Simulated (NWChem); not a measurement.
All runs are NWChem calculations. System: C2H6N, charge 0, spin multiplicity 2, at a geometry optimised with UB3LYP/def2-SVP. The structure started from a generated list of species. Its SCF solution wasn't tested for a lower state. Level: UHF/def2-TZVP.

Job file:

```
start mol
memory heap 200 mb stack 900 mb global 1100 mb
geometry units angstroms nocenter noautoz noautosym
  C      1.211073    -0.363444    -0.248306
  N      0.158922     0.386758     0.255870
  C     -1.205450    -0.015719    -0.003343
  H      1.069961    -0.788072    -1.246872
  H      2.216792    -0.049580     0.041906
  H      0.311394     0.754006     1.190663
  H     -1.482851    -0.981953     0.467688
  H     -1.359159    -0.124013    -1.090129
  H     -1.902330     0.757282     0.355548
end
basis spherical
  * library def2-tzvp
end
scf
  uhf
  nopen 1
  maxiter 100
  thresh 1e-7
  semidirect memsize 60000000 filesize 0
  # guess.movecs holds the orbitals of an unrestricted PBE0 run
  vectors input guess.movecs output mol.movecs
end
task scf energy
```

Part of the output:

```
             Northwest Computational Chemistry Package (NWChem) 7.3.0
             --------------------------------------------------------

                                NWChem Input Module
                                -------------------

 Scaling coordinates for geometry "geometry" by  1.889725989
 (inverse scale =  0.529177249)

                             Geometry "geometry" -> ""
                             -------------------------

 Output coordinates in angstroms (scale by  1.889725989 to convert to a.u.)

  No.       Tag          Charge          X              Y              Z
 ---- ---------------- ---------- -------------- -------------- --------------
    1 C                    6.0000     1.21107300    -0.36344400    -0.24830600
    2 N                    7.0000     0.15892200     0.38675800     0.25587000
    3 C                    6.0000    -1.20545000    -0.01571900    -0.00334300
    4 H                    1.0000     1.06996100    -0.78807200    -1.24687200
    5 H                    1.0000     2.21679200    -0.04958000     0.04190600
    6 H                    1.0000     0.31139400     0.75400600     1.19066300
    7 H                    1.0000    -1.48285100    -0.98195300     0.46768800
    8 H                    1.0000    -1.35915900    -0.12401300    -1.09012900
    9 H                    1.0000    -1.90233000     0.75728200     0.35554800

 Effective nuclear repulsion energy (a.u.)      77.5248212163

            Nuclear Dipole moment (a.u.)
            ----------------------------
        X                 Y               Z
 ---------------- ---------------- ----------------
    -0.0000018897    -0.0000037795    -0.0000000000


 Summary of "ao basis" -> "" (spherical)
 ------------------------------------------------------------------------------
       Tag                 Description            Shells   Functions and Types
 ---------------- ------------------------------  ------  ---------------------
 *                         def2-tzvp                  on all atoms

 Summary of "ao basis" -> "ao basis" (spherical)
 ------------------------------------------------------------------------------
[...]
 -----------   ------   -------------------------------------------------------
    1 C    6     6.21   0.85  1.12  0.49  0.64  0.15  1.20  1.25  0.41  0.02  0.06  0.01
    2 N    7     7.38   0.82  1.16  0.49  0.85  0.14  1.51  1.77  0.56  0.01  0.06  0.00
    3 C    6     6.18   0.85  1.12  0.48  0.65  0.10  1.22  1.32  0.32  0.03  0.08  0.01
    4 H    1     0.89   0.26  0.50  0.10  0.02
    5 H    1     0.88   0.26  0.50  0.10  0.02
    6 H    1     0.78   0.26  0.42  0.06  0.04
    7 H    1     0.90   0.27  0.49  0.12  0.02
    8 H    1     0.89   0.27  0.50  0.11  0.02
    9 H    1     0.89   0.27  0.50  0.10  0.02

  Mulliken analysis of the alpha density
  --------------------------------------

    Atom       Charge   Shell Charges
 -----------   ------   -------------------------------------------------------
    1 C    6     3.63   0.43  0.56  0.26  0.34  0.11  0.76  0.82  0.29  0.01  0.03  0.00
    2 N    7     3.73   0.41  0.58  0.25  0.43  0.07  0.80  0.91  0.25  0.00  0.03  0.00
    3 C    6     3.08   0.43  0.56  0.24  0.32  0.05  0.61  0.65  0.16  0.01  0.04  0.00
    4 H    1     0.41   0.13  0.23  0.04  0.01
    5 H    1     0.41   0.13  0.23  0.04  0.01
    6 H    1     0.39   0.13  0.21  0.03  0.02
    7 H    1     0.46   0.13  0.25  0.07  0.01
    8 H    1     0.45   0.13  0.25  0.06  0.01
    9 H    1     0.44   0.13  0.25  0.05  0.01

   Mulliken analysis of the beta density
   -------------------------------------

    Atom       Charge   Shell Charges
 -----------   ------   -------------------------------------------------------
    1 C    6     2.58   0.43  0.56  0.22  0.29  0.04  0.44  0.43  0.12  0.01  0.03  0.00
    2 N    7     3.65   0.41  0.58  0.24  0.42  0.08  0.72  0.86  0.31  0.00  0.03  0.00
    3 C    6     3.10   0.43  0.56  0.24  0.32  0.05  0.61  0.66  0.16  0.01  0.04  0.00
    4 H    1     0.48   0.14  0.27  0.06  0.01
    5 H    1     0.47   0.14  0.27  0.06  0.01
    6 H    1     0.39   0.13  0.21  0.03  0.02
    7 H    1     0.44   0.13  0.24  0.05  0.01
    8 H    1     0.44   0.13  0.25  0.05  0.01
    9 H    1     0.45   0.13  0.25  0.05  0.01

   Mulliken analysis of the spin density
   -------------------------------------

    Atom       Charge   Shell Charges
 -----------   ------   -------------------------------------------------------
    1 C    6     1.05   0.00 -0.00  0.04  0.05  0.07  0.32  0.39  0.18 -0.00  0.00 -0.00
    2 N    7     0.09   0.00 -0.00  0.01  0.01 -0.01  0.08  0.05 -0.06  0.00  0.01  0.00
    3 C    6    -0.02  -0.00  0.00 -0.00 -0.00 -0.00 -0.01 -0.01 -0.00  0.00  0.00  0.00
    4 H    1    -0.07  -0.01 -0.04 -0.02  0.00
    5 H    1    -0.07  -0.01 -0.04 -0.02  0.00
    6 H    1    -0.01  -0.00 -0.00 -0.00  0.00
    7 H    1     0.02   0.00  0.01  0.01 -0.00
    8 H    1     0.00   0.00  0.00  0.00 -0.00
    9 H    1    -0.00  -0.00 -0.00 -0.00 -0.00

       Multipole analysis of the density wrt the origin
       ------------------------------------------------

     L   x y z        total         alpha         beta         nuclear
     -   - - -        -----         -----         ----         -------
     0   0 0 0      0.000000    -13.000000    -12.000000     25.000000

     1   1 0 0     -0.245467     -1.105866      0.860401     -0.000002
     1   0 1 0      0.110431      0.477412     -0.366977     -0.000004
     1   0 0 1      0.242729      0.210462      0.032267     -0.000000

     2   2 0 0    -14.419321    -66.141291    -60.825863    112.547833
     2   1 1 0      0.307618      5.931438      3.772652     -9.396473
     2   1 0 1      0.264416      4.548598      3.765506     -8.049688
     2   0 2 0    -16.524336    -17.946931    -14.955133     16.377728
     2   0 1 1      1.492463     -4.542955     -4.884941     10.920359
     2   0 0 2    -13.886011    -17.016061    -15.924937     19.054986

 Task  times  cpu:        9.9s     wall:        9.9s

 Total times  cpu:        9.9s     wall:        9.9s
```
